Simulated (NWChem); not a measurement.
System: Zn

Problem. Give the principal values of the shielding tensors (ppm) of Zn1 from KT2/pcSseg-1, GIAO (NWChem), with their diamagnetic and paramagnetic parts as GIAO splits them.

Solution. 
```csv
atom,σ11,σ22,σ33,isotropic,diamagnetic,paramagnetic
Zn1,2525.0,2525.0,2525.0,2525.0,2525.0,0.0
```
